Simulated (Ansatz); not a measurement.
A nudged elastic band was laid between two geometries of C2H6Zn + H2 (11 atoms, charge 0, multiplicity 1).

The calculation used Ansatz 0.2.0, RKS CAM-B3LYP-D4/def2-mTZVP.

```json
{"movable images": "5", "climbing image": "yes", "spring": "5.0 eV/Å²", "optimiser": "quadratic models (default)", "start path": "through a guess of the saddle point", "force threshold": "0.05 eV/Å", "iteration limit": "60", "end points": "relaxed"}
```

Image 0:

```xyz
11
Properties=species:S:1:pos:R:3
Zn 0.231 -0.211 0.157
C 0.296 -0.270 2.098
H -0.660 -0.588 2.520
H 1.057 -0.965 2.457
H 0.527 0.711 2.519
C 0.157 -0.143 -1.782
H 0.436 -1.097 -2.231
H -0.849 0.100 -2.130
H 0.832 0.616 -2.182
H -2.427 2.173 0.839
H -1.993 1.780 1.298
```

Image 6:

```xyz
11
Properties=species:S:1:pos:R:3
Zn -1.248 1.089 -0.720
C 0.015 -0.051 2.280
H 0.193 -0.522 3.245
H 0.202 -0.773 1.487
H 0.687 0.799 2.164
C 0.066 -0.004 -1.640
H -0.115 -1.067 -1.471
H 0.050 0.162 -2.719
H 1.077 0.213 -1.290
H -2.305 1.965 -0.007
H -1.017 0.294 2.235
```

(1) What changes between the two ends?

(2) What energy profile does the band end with?

(3) What is the geometry of the highest image?

Answers

(1) Bonds broken: Zn1–C2, H10–H11. Bonds formed: Zn1–H10, C2–H11. C2H6Zn + H2 becomes CH4 + CH4Zn.

(2) The run converged. The highest image is number 2 of 0 to 6, 45.1 kcal/mol above the first end and 57.3 kcal/mol above the last; the last end lies 12.3 kcal/mol below the first. Neighbouring images differ by up to 1.9 eV, so the band resolves the path poorly. A vibrational analysis at the climbing image gives 2 clearly imaginary modes (1662i, 95i cm⁻¹): a point of higher order. A lower path may pass nearby, or the ends, which weren't checked, may share the extra mode. The orbitals stay closed-shell, which can raise the energy where a bond breaks towards radicals; this wasn't checked here.

```json
{"image": "0", "path coordinate (Å)": "0.00", "energy (kcal/mol)": "0.0", "Zn1–C2 (Å)": "1.94", "H10–H11 (Å)": "0.74", "Zn1–H10 (Å)": "3.63"}
{"image": "1", "path coordinate (Å)": "1.49", "energy (kcal/mol)": "1.5", "Zn1–C2 (Å)": "1.95", "H10–H11 (Å)": "0.75", "Zn1–H10 (Å)": "2.97"}
{"image": "2", "path coordinate (Å)": "2.98", "energy (kcal/mol)": "45.1", "Zn1–C2 (Å)": "2.19", "H10–H11 (Å)": "1.09", "Zn1–H10 (Å)": "1.79"}
{"image": "3", "path coordinate (Å)": "3.79", "energy (kcal/mol)": "0.3", "Zn1–C2 (Å)": "2.72", "H10–H11 (Å)": "1.77", "Zn1–H10 (Å)": "1.57"}
{"image": "4", "path coordinate (Å)": "4.59", "energy (kcal/mol)": "-10.9", "Zn1–C2 (Å)": "3.30", "H10–H11 (Å)": "2.28", "Zn1–H10 (Å)": "1.55"}
{"image": "5", "path coordinate (Å)": "5.40", "energy (kcal/mol)": "-12.1", "Zn1–C2 (Å)": "3.54", "H10–H11 (Å)": "2.83", "Zn1–H10 (Å)": "1.55"}
{"image": "6", "path coordinate (Å)": "6.20", "energy (kcal/mol)": "-12.3", "Zn1–C2 (Å)": "3.45", "H10–H11 (Å)": "3.08", "Zn1–H10 (Å)": "1.55"}
```

(3) 
```xyz
11
Properties=species:S:1:pos:R:3
Zn -0.588 0.384 0.012
C 0.020 0.113 2.102
H -0.604 -0.319 2.885
H 0.779 -0.636 1.865
H 0.533 0.983 2.514
C 0.066 -0.011 -1.765
H -0.096 -1.064 -1.996
H -0.434 0.583 -2.527
H 1.138 0.180 -1.828
H -1.991 1.148 0.821
H -1.219 0.744 1.480
```

Run time: 2.6 min on 4 threads of Arm Neoverse V1, with other jobs on the host, peak memory 0.24 GiB.
